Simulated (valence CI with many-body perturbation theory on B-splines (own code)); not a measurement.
Questions on Se XII

Computed by configuration interaction combined with many-body perturbation theory (CI+MBPT): five valence electrons over a frozen Dirac-Fock core [Ar], a basis of 7 s, 7 p, 8 d, 6 f, 4 g, 1 h functions for each j, with the one-electron correlation potential Σ1 (screened to all orders), the two-electron term Σ2, the three-electron term Σ3, Breit, model QED; selected single and double excitations, second order for the rest, scaled by the run's own slope (own B-spline code, finite nucleus).

No measured levels were compared; by estimate terms of the open shell hold to 2 to 4 % of their energy, and close levels can change places. Only levels of the ground parity were solved; by the run's estimate the other parity begins above the list, which can be wrong where configurations are misplaced.

Names give the largest LS component (configuration and term), which can be under half, so a name can repeat, a term be missing and a line seem to break the LS rules; names also repeat where a configuration has a term twice.

Rates and lifetimes use the calculated energies. Strong lines usually hold to 10 to 20 %, long lifetimes can be off by a factor of two.

(1) What is the ground level?

(2) Name the longest-lived excited levels whose lifetime is computed, and their main decay.

(3) What is the ionisation energy?

(4) How well does LS coupling describe the low levels?

Answers

(1) 3d5 6S_5/2, composition 99 % 3d5 6S + 1 % 3d5 4P, g = 1.996.

(2) 3d5 4G_9/2 at 66814 cm⁻¹ lives 180 s, mostly by M1 to 3d5 4G_11/2. The lifetime of 3d5 4G_11/2 is too uncertain to give, and may be longer.

(3) 342.13 eV; NIST lists 342.9 ± 2.5 eV (theoretical).

(4) Among the lowest 20 levels the leading LS term, summed over configurations, holds 82 % on average. For single configurations the figures are 81 % in LS and 54 % in jj coupling. Terms mix most in the J = 5/2 level at 100980 cm⁻¹, where the leading one holds 52 %.
